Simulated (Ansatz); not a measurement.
CH$_{7}$B$_{2}$N, SMILES `BCBN`. Charge 0, multiplicity 1.

```xyz
11

B     1.384   -0.540   -0.734
C     0.762   -0.137    0.616
B    -0.510    0.710    0.185
N    -1.766    0.122    0.089
H     1.164   -1.615   -1.217
H     2.041    0.240   -1.365
H     0.463   -0.986    1.235
H     1.408    0.550    1.173
H    -0.416    1.871   -0.096
H    -2.590    0.634   -0.178
H    -1.940   -0.848    0.292
```

Q: List the harmonic frequencies (cm⁻¹, unscaled) at PBE0-D4/def2-TZVP in Ansatz. (An estimate is asked.)

A: The calculation gave: 34, 214, 231, 380, 571, 605, 694, 805, 848, 886, 960, 1023, 1046, 1079, 1108, 1161, 1253, 1377, 1444, 1640, 2563, 2606, 2637, 3053, 3122, 3612, 3711.

Q: Is this a minimum?

A: Yes, all 27 modes are real.

Q: Give the ideal-gas thermochemistry at 298.15 K and 1 bar (rigid rotor, harmonic oscillator; point group C1, symmetry number 1).

A: Zero-point energy 231.3 kJ/mol; H(298) − E = 249.3 kJ/mol; entropy 314.1 J/(mol·K), of which translation 158.8, rotation 101.8, vibration 53.6; G(298) − E = 155.7 kJ/mol. Modes under 100 cm⁻¹ are hindered rotations or soft bends, so the harmonic entropy is rough.

Q: And at 400, 500, 600, 800 and 1000 K?

A: 
```csv
T (K),H − E (kJ/mol),S (J/mol/K),G − E (kJ/mol)
400,260.0,344.6,122.1
500,272.5,372.6,86.2
600,286.8,398.6,47.7
800,319.4,445.3,-36.8
1000,356.0,486.1,-130.0
```

Q: Rotational constants (cm⁻¹)?

A: 0.5794, 0.1543, 0.1462.
